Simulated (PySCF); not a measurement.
A run for PySCF: D3(BJ) and D4 dispersion corrections on CH5AlFN (SMILES [CH3][Al]([NH2])[F]), a point of a torsion scan.

```python
from pyscf import gto
from pyscf.dispersion import dftd3, dftd4

mol = gto.M(
    atom='''
    C    -1.50507843   -0.26050566    0.12728283
    Al    0.27757787    0.51678803   -0.26254913
    N     1.64689203   -0.32338834   -1.02044967
    F     0.55842609    2.09889641    0.14148962
    H    -1.99900107   -0.60860287   -0.78118511
    H    -1.43097831   -1.12298066    0.79138149
    H    -2.16115625    0.47173585    0.60346107
    H     1.67669954   -1.28075128   -1.33819288
    H     2.54383817    0.10870734   -1.20166544
    ''',
    basis='def2-svp',
    charge=0, spin=0, verbose=0, max_memory=1800)
d3, d4 = {}, {}
for xc in ['hf', 'pbe', 'blyp', 'revpbe', 'tpss', 'r2scan', 'b3lyp', 'pbe0', 'bhlyp', 'camb3lyp', 'b2plyp']:
    d3[xc] = float(dftd3.DFTD3Dispersion(mol, xc=xc, version='d3bj', atm=False).get_dispersion()['energy'])
    print(f'D3(BJ) {xc:10s} {d3[xc]:14.8f} Eh')
for xc in ['hf', 'pbe', 'blyp', 'revpbe', 'tpss', 'r2scan', 'b3lyp', 'pbe0', 'bhlyp', 'camb3lyp', 'b2plyp']:
    d4[xc] = float(dftd4.DFTD4Dispersion(mol, xc={'camb3lyp': 'cam-b3lyp'}.get(xc, xc), atm=True).get_dispersion()['energy'])
    print(f'D4     {xc:10s} {d4[xc]:14.8f} Eh')
```

The log:

```
D3(BJ) hf            -0.04112697 Eh
D3(BJ) pbe           -0.00476041 Eh
D3(BJ) blyp          -0.01034997 Eh
D3(BJ) revpbe        -0.01185445 Eh
D3(BJ) tpss          -0.00604067 Eh
D3(BJ) r2scan        -0.00133503 Eh
D3(BJ) b3lyp         -0.00852491 Eh
D3(BJ) pbe0          -0.00417651 Eh
D3(BJ) bhlyp         -0.00693407 Eh
D3(BJ) camb3lyp      -0.00387945 Eh
D3(BJ) b2plyp        -0.00408778 Eh
D4     hf            -0.01679859 Eh
D4     pbe           -0.00478003 Eh
D4     blyp          -0.01044414 Eh
D4     revpbe        -0.01436280 Eh
D4     tpss          -0.00642358 Eh
D4     r2scan        -0.00118000 Eh
D4     b3lyp         -0.00768825 Eh
D4     pbe0          -0.00403630 Eh
D4     bhlyp         -0.00594456 Eh
D4     camb3lyp      -0.00409451 Eh
D4     b2plyp        -0.00332267 Eh
```

The run finished.

Cost: very roughly 0.010 core-seconds.
